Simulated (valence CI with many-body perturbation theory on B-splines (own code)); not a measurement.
Values are calculated unless marked as measured or tabulated.
# Nb34+ in three bases

Method: valence CI with perturbative core correlation (CI+MBPT): five valence electrons over a frozen Dirac-Fock core [He], radial functions for each j: 9 s, 9 p, 8 d, 6 f, 3 g, 1 h, with the one-electron correlation potential Σ1, the two-electron term Σ2, the three-electron term Σ3, Breit, model QED; selected CI, second order for the rest, scaled by the run's own slope (own B-spline code, finite nucleus).

The last digits are not significant, and no measured levels were compared; by estimate large intervals hold to a few tenths of a per cent, small ones and those within an open d or f shell to about a per cent. Among the levels kept, up to 5800 cm⁻¹ of a level comes from second order outside the variational space, and about a tenth of that is noise between levels of different J, which matters for small intervals.

The reference run has the lowest level (2s^2 2p1/2^2 2p3/2) J=3/2 and an ionisation energy of 4542.51 eV. Its largest variational space holds 27410 state functions.

Levels are named by their leading jj configuration (3d3/2^4 stands for four electrons in 3d with j = 3/2), which in mixed levels can hold well under half, so a name can repeat and another be missing. Letters in brackets count levels of one name in rising energy.

Changed runs:
A. basis 6 s, 6 p, 5 d, 3 f, 1 g
B. basis 5 s, 5 p, 4 d, 2 f

Excitation energies of the reference run in cm⁻¹, and shifts in cm⁻¹:

```
                       Level  Reference       A      B
  (2s^2 2p1/2 2p3/2^2) J=3/2     709826     -34   -145
  (2s^2 2p1/2 2p3/2^2) J=5/2     833682    +117   +261
  (2s^2 2p1/2 2p3/2^2) J=1/2     997131     +97   +347
        (2s^2 2p3/2^3) J=3/2    1708440     +60   +168
  (2s 2p1/2^2 2p3/2^2) J=5/2    1916280     -53   -169
  (2s 2p1/2^2 2p3/2^2) J=1/2    2272530     +17   +176
  (2s 2p1/2^2 2p3/2^2) J=3/2    2276670     +44   +184
(2s 2p1/2 2p3/2^3) J=3/2 [a]    2788730     +10    +73
    (2s 2p1/2 2p3/2^3) J=5/2    2964520    +139   +406
    (2s 2p1/2 2p3/2^3) J=1/2    3147740     +83   +357
(2s 2p1/2 2p3/2^3) J=3/2 [b]    3243000    +188   +622
          (2s 2p3/2^4) J=1/2    4001360    +122   +497
      Ionisation energy (eV)    4542.51  -0.029  -0.11
```
